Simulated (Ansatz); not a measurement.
C2H7AlSi can be A, `[AlH2][CH]1C[SiH2]1`, or B, `[CH2]1C[SiH2][AlH]1`.

Computed with Ansatz on PBE0-D4/def2-TZVP structures; ΔE is electronic, products minus reactants. CCSD(T)/CBS is the MP2 limit (def2-TZVPP, def2-QZVPP) plus CCSD(T) − MP2 in def2-TZVPP, frozen cores. Functionals use def2-TZVPP. B3LYP here is the variant with VWN-RPA as its local correlation; programs differ in this.

(1) Which is lower in electronic energy at CCSD(T)/CBS, and by how much? (Estimate.)

(2) Give E(B) − E(A) in kJ/mol with B3LYP, CCSD(T)/def2-TZVPP, B3LYP-D4, B2PLYP, ωB97M-V, CCSD(T)/def2-SVP, PBE0-D4. (Best estimate.)

(3) Does the order hold for the free energy at 298.15 K (harmonic terms from PBE0-D4)? (Estimate.)

Largest T1 diagnostic: 0.012.

Results:

(1) Computed: B, by 35.5 kJ/mol.

(2) Ansatz gave: B3LYP -36.3, CCSD(T)/def2-TZVPP -37.0, B3LYP-D4 -36.5, B2PLYP -34.3, ωB97M-V -33.4, CCSD(T)/def2-SVP -38.0, PBE0-D4 -44.7. None reverses the order clearly.

(3) Ansatz gave: Yes: G(B) − G(A) = -24.0 kJ/mol.

Leaving LDA and LC-ωPBE aside and taking each functional with its dispersion term where it has one, the values, not all of them listed here, spread over 22.0 kJ/mol, from HSE06-D4 to B97M-V. From r2SCAN to r2SCAN0 (25 % exact exchange), in def2-TZVPP and without D4, E(B) − E(A) moves by −3.3 kJ/mol.
